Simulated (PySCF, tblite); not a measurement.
Species: C₆H₁₃P.
Z-matrix (Å and degrees, GFN2-xTB geometry), rows numbered from 1:
```
C 
C   1  1.5201
P   2  1.7381  1  115.07
C   3  1.9129  2  141.67  1   -57.86
C   4  1.5198  3  109.08  2   -63.67
C   3  1.8081  2  111.59  1   146.32
C   6  1.5315  3   65.21  2   -99.78
H   1  1.0926  2  114.91  3    75.85
H   1  1.0905  2  110.23  3   -46.78
H   1  1.0900  2  107.65  3  -164.68
H   2  1.0974  1  111.05  3  -123.73
H   4  1.0897  3  110.23  2   173.65
H   4  1.0937  3  107.01  2    55.75
H   5  1.0886  4  111.01  3   175.19
H   5  1.0901  4  110.14  3    54.97
H   5  1.0890  4  110.46  3   -64.19
H   6  1.0823  3  119.02  7  -108.65
H   6  1.0807  3  115.94  7   108.87
H   7  1.0811  3  115.52  6  -108.17
H   7  1.0817  3  120.40  6   108.07
```

Method used: B3LYP/def2-SVPD in PySCF (dipole) on a GFN2-xTB geometry, gas phase.

Take the most abundant isotopes and a rigid rotor. The values belong to one conformer with, in the numbering `[CH3:1][CH:2]=[P:3]1([CH2:4][CH3:5])[CH2:6][CH2:7]1`, C2–P3–C4–C5 -64°.

(1) Give the principal moments of inertia and the rotational constants in cm⁻¹.

(2) What kind of rotor is it?

(3) What does the inertial defect say?

(4) Give the other two planar moments, Paa and Pbb, and the rms extents of the mass along the axes.

(5) Give the coordinates in the principal-axis frame, origin at the centre of mass.

(6) Which lines would a microwave search look for?

Answers

(1) Ia = 199.02, Ib = 291.78, Ic = 407.93 u·Å²; 505379 MHz·u·Å²/I gives 2539, 1732 and 1239 MHz, that is A = 0.08470, B = 0.05778, C = 0.04133 cm⁻¹.

(2) An asymmetric top: κ = (2 × 1732 − 2539 − 1239)/(2539 − 1239) = -0.24.

(3) Not planar: Δ = Ic − Ia − Ib = -82.87 u·Å². For a rigid frame Δ = −2 Σ m c², so Σ m c² = 41.44 u·Å² lies off the ab plane: 15.80 from hydrogen and 25.63 from heavier atoms. The atom farthest from that plane is 1.59 Å away.

(4) Paa = Σ m a² = (Ib + Ic − Ia)/2 = 250.34 and Pbb = Σ m b² = (Ia + Ic − Ib)/2 = 157.58 u·Å². With the mass M = 116.08 u, the rms extents √(P/M) along a, b and c are 1.47, 1.17, 0.60 Å.

(5) The sense of each axis is arbitrary; atoms in the order of the calculation.
```
atom  mass (u)   a (Å)   b (Å)   c (Å)
  C1    12.000  -2.433  -1.233  -0.319
  C2    12.000  -1.599  -0.416   0.654
  P3    30.974  -0.064   0.119   0.039
  C4    12.000   1.569  -0.544  -0.704
  C5    12.000   2.277  -1.397   0.336
  C6    12.000   0.395   1.735   0.709
  C7    12.000  -0.202   1.770  -0.701
  H8     1.008  -2.101  -2.265  -0.457
  H9     1.008  -2.456  -0.749  -1.296
 H10     1.008  -3.451  -1.270   0.068
 H11     1.008  -1.426  -0.969   1.586
 H12     1.008   2.196   0.283  -1.035
 H13     1.008   1.302  -1.149  -1.575
 H14     1.008   3.170  -1.861  -0.081
 H15     1.008   1.613  -2.184   0.692
 H16     1.008   2.567  -0.790   1.192
 H17     1.008   1.443   1.983   0.809
 H18     1.008  -0.230   2.110   1.507
 H19     1.008  -1.206   2.162  -0.781
 H20     1.008   0.454   2.065  -1.509
```

(6) The dipole components are |μa| = 2.78 D, |μb| = 0.35 D, |μc| = 1.01 D. Intensities carry the squares of the components, which stand as 1.00 : 0.02 : 0.13 (a : b : c). Some lines, for components of 0.1 D or more:

| type | branch | J(Ka,Kc) | MHz | lower level (cm⁻¹) |
| --- | --- | --- | --- | --- |
| c | Q | 2(1,2) ← 2(0,2) | 481 | 0.292 |
| c | Q | 1(1,1) ← 1(0,1) | 807 | 0.099 |
| a | Q | 2(1,1) ← 2(1,2) | 1479 | 0.308 |
| b | Q | 2(1,1) ← 2(0,2) | 1960 | 0.292 |
| c | Q | 2(2,1) ← 2(1,1) | 2422 | 0.357 |
| b | Q | 2(2,0) ← 2(1,1) | 2588 | 0.357 |
| a | R | 1(0,1) ← 0(0,0) | 2971 | 0.000 |
| b | Q | 2(2,1) ← 2(1,2) | 3901 | 0.308 |
| b | R | 2(0,2) ← 1(1,1) | 4968 | 0.126 |
| a | R | 2(1,2) ← 1(1,1) | 5449 | 0.126 |
| b | R | 2(1,2) ← 1(0,1) | 6256 | 0.099 |
| a | R | 2(1,1) ← 1(1,0) | 6435 | 0.142 |
| c | R | 2(1,1) ← 1(0,1) | 7736 | 0.099 |
| b | R | 2(2,1) ← 1(1,0) | 8857 | 0.142 |
| c | R | 2(2,1) ← 1(1,1) | 9350 | 0.126 |
| b | R | 2(2,0) ← 1(1,1) | 9517 | 0.126 |

Its GFN2-xTB frequencies are all real (lowest 47 cm⁻¹). Zero-point vibration and centrifugal distortion are left out. A rigid rotor knows nothing of internal rotation, which can split or shift real lines.
